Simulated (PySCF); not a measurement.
Structure problem from calculated spectra and properties.

Formula: C4H9Cl3SSi.

| Property | Result |
| --- | --- |
| Dipole | 2.27 D [PBE0/pcSseg-1] |
| Rotational structure | rotational constants A, B, C: 1.031, 0.467, 0.441 GHz [GFN2-xTB] |
| NMR, other nuclei | isotropic shieldings of nuclei other than C and H, by class: 320 (1 Si), 517 (1 S), 775 (3 Cl) ppm [GIAO PBE0/pcSseg-1] |
| 1H NMR | chemical shifts (computed TMS as zero) by class: 2.97 (2 H), 1.66 (2 H), 1.48 (2 H), 1.06 (3 H) ppm [GIAO PBE0/pcSseg-1] |
| 13C NMR | chemical shifts (computed TMS as zero) by class: 39.8 (1 C), 37.1 (1 C), 24.1 (1 C), 16.0 (1 C) ppm [GIAO PBE0/pcSseg-1] |

Electronic properties: PySCF, gas phase, density fitting. Levels stand in brackets. Geometry: GFN2-xTB, one conformer, isolated molecule. Each NMR value is the plain mean over a class of atoms that symmetry, rotation or inversion makes alike.

Question: What is the compound? Reason from the data.

Answer: Numbering: `[CH3:1][CH2:2][CH2:3][CH2:4][S:5][Si:6]([Cl:7])([Cl:8])[Cl:9]`. Its formula, C4H9Cl3SSi, gives 0 degrees of unsaturation, so no ring and no π bond. 4 carbons fall into 4 classes; from least to most shielded: sp3 carbon bound to sulfur [C4] (39.8 ppm), chain CH2 carbon [C3] (37.1 ppm), chain CH2 carbon [C2] (24.1 ppm), methyl carbon [C1] (16.0 ppm). Hydrogen classes from least to most shielded: 2 H on an sp3 carbon bound to sulfur, C4 (2.97 ppm, a mean of values up to 0.8 ppm apart in this geometry), 2 H on a chain CH2 carbon, C2 (1.66 ppm, a mean of values up to 1.2 ppm apart in this geometry), 2 H on a chain CH2 carbon, C3 (1.48 ppm), 3 H on a methyl carbon, C1 (1.06 ppm). The other shieldings belong to: 320 ppm, chlorine-bound silicon [Si6]; 517 ppm, sulfur bonded to C and Si [S5]; 775 ppm, silicon-bound chlorine [Cl7/Cl8/Cl9]. The optimised geometry has point group C1 and is an asymmetric top. Structure: SiCl3(SBu) (`CCCCS[Si](Cl)(Cl)Cl`). The assignments are read from this structure; whether some other isomer fits the data as well wasn't checked.

The values belong to the conformer `[CH3:1][CH2:2][CH2:3][CH2:4][S:5][Si:6]([Cl:7])([Cl:8])[Cl:9]`: C1–C2–C3–C4 -175°, C2–C3–C4–S5 60°, C3–C4–S5–Si6 66°, C4–S5–Si6–Cl7 158°.
